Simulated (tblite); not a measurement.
Species: C7H15P2 (charge +1).
Cartesian coordinates in Å at the GFN2-xTB level; atoms count from 1:
```xyz
24
C7H15P2 angstrom
C     -2.8363    0.4793   -0.8246
C     -1.7167    1.0149    0.0601
P     -0.5884   -0.3308    0.5689
P     -1.7169   -2.0888    1.1414
C      0.6964    0.3646    1.6894
C      1.8721    0.5592    0.7717
C      1.8203    0.0473   -0.4499
C      2.8943    0.1231   -1.4758
C      0.5512   -0.6968   -0.8140
H     -2.4406   -0.0228   -1.7054
H     -3.4680    1.2985   -1.1582
H     -3.4622   -0.2252   -0.2773
H     -2.1240    1.4790    0.9634
H     -1.1136    1.7623   -0.4651
H     -0.5970   -2.6354    1.7800
H     -2.1727   -1.4603    2.3079
H      0.3539    1.3022    2.1358
H      0.9377   -0.3263    2.5035
H      2.7247    1.0960    1.1517
H      3.2065   -0.8775   -1.7716
H      3.7565    0.6588   -1.0914
H      2.5350    0.6327   -2.3688
H      0.1395   -0.3615   -1.7695
H      0.7365   -1.7728   -0.8945
```

Computed values, GFN2-xTB/tblite, gas phase, harmonic and unscaled. The method is semi-empirical: single wavenumbers can be off by several per cent or more. Modes of hydrogen on phosphorus can be 10 to 20 % off. One conformer, not necessarily the lowest.

Harmonic wavenumbers (cm⁻¹): 31.4, 69.5, 109.7, 121.2, 131.0, 137.9, 156.1, 191.6, 234.1, 245.7, 291.8, 321.2, 362.5, 410.9, 525.8, 591.6, 683.6, 705.1, 727.2, 743.9, 771.2, 781.7, 804.9, 813.2, 862.1, 878.0, 974.1, 977.9, 998.9, 1002.6, 1041.4, 1046.2, 1062.8, 1080.9, 1083.8, 1141.2, 1180.4, 1192.4, 1211.3, 1233.4, 1266.8, 1399.0, 1400.4, 1404.2, 1406.6, 1420.3, 1458.8, 1462.1, 1470.5, 1479.1, 1724.8, 2232.2, 2277.8, 2922.4, 2925.8, 2935.8, 2944.0, 2947.8, 2953.5, 3012.7, 3013.6, 3027.6, 3032.5, 3055.8, 3071.9, 3122.5.

A = 1704, B = 771.7, C = 694.1 MHz; mass 161.065 u (most abundant isotopes); point group C1, symmetry number 1.

Task: Zero-point energy?

Result: Half the sum of the wavenumbers: 43149 cm⁻¹ = 123.37 kcal/mol.

Task: What is S at 298.15 K and 1 bar for an ideal gas of classical rigid rotors and harmonic oscillators?

Result: Translation 41.16, rotation 30.24, vibration 39.79: S = 111.2 cal/(mol K).

Task: And Cp and H(298.15 K) − H(0)?

Result: Cp = 47.67 cal/(mol K), of which vibrations give 39.72 (their classical limit is 66 R = 131.2); H(298.15 K) − H(0) = 8.52 kcal/mol without the zero-point energy, 6.15 from vibrations.

Task: Blend soft modes into free rotors: weight 1/[1 + (100 cm⁻¹/ν̃)⁴] for the oscillator and the rest for a rotor with moment μB/(μ + B), μ = h/(8π²ν), B = 10⁻⁴⁴ kg m². What vibrational entropy results?

Result: 36.80 cal/(mol K) in place of 39.79, which changes −T·S at 298.15 K by +0.89 kcal/mol.

Task: Which modes carry the vibrational entropy at 298.15 K?

Result: 31.4 cm⁻¹: 5.74; 69.5 cm⁻¹: 4.17; 109.7 cm⁻¹: 3.27; 121.2 cm⁻¹: 3.08; 131.0 cm⁻¹: 2.93; 137.9 cm⁻¹: 2.83 cal/(mol K); the other 60 give 17.76 together.

Task: How do the functions run with temperature in this model?

Result: 
```
T (K)  S (cal/(mol K))  Cp (cal/(mol K))  H − H(0) (kcal/mol)  G − H(0) (kcal/mol)  ln q(vib)
  150             85.6              29.5                 2.85                -9.99       4.33
  250            103.4              41.4                 6.38               -19.46       7.95
  400            127.0              60.4                14.04               -36.77      13.15
  600            155.5              80.1                28.21               -65.08      19.85
  900            191.9              99.2                55.34              -117.36      29.26
```

q(vib) and H(0) count from the zero-point level.

Hindered rotation and anharmonicity are outside this model. Other conformers, if any are populated, would add a mixing term that is left out. The structure is chiral; the term R ln 2 for an equal mix with its mirror image is left out.
